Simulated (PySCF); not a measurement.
In(H)(F)(OEt) (C₂H₆FInO), SMILES CC[O][InH][F].

The structure is a stationary point at B3LYP-D3(BJ)/def2-SVP. The structure was generated by enumeration; whether it is a known compound was not checked. The def2 effective core potentials stand for the cores of In; spin–orbit coupling is left out. Other conformers were not sampled.

These are TDDFT-PBE/def2-SVPD (PySCF) values and carry that method's errors.

Vertical excitations. Isolated molecule, no solvent.

```tsv
state	energy (eV)	λ (nm)	f	main pairs
S1	4.01	309	0.007	HOMO→LUMO 97 %
S2	4.26	291	0.003	HOMO→LUMO+1 64 %, HOMO−1→LUMO 35 %
S3	4.48	277	0.004	HOMO−1→LUMO+1 87 %
S4	4.94	251	0.155	HOMO−1→LUMO 51 %, HOMO→LUMO+1 30 %, HOMO−1→LUMO+1 12 %
S5	5.73	216	0.029	HOMO−2→LUMO 92 %
S6	5.86	212	0.008	HOMO−2→LUMO+1 94 %
S7	5.87	211	0.003	HOMO→LUMO+2 96 %
S8	5.99	207	0.014	HOMO−3→LUMO 96 %
S9	6.20	200	0.003	HOMO−1→LUMO+2 99 %
S10	6.29	197	0.002	HOMO−3→LUMO+1 83 %
T1	3.69	336	0	HOMO→LUMO 97 %
T2	3.89	319	0	HOMO→LUMO+1 67 %, HOMO−1→LUMO 29 %
T3	3.99	311	0	HOMO−1→LUMO 68 %, HOMO→LUMO+1 31 %
T4	4.36	285	0	HOMO−1→LUMO+1 97 %
```
Triplets are in the Tamm–Dancoff approximation, which puts them higher than full response would, so one can lie above its singlet here.
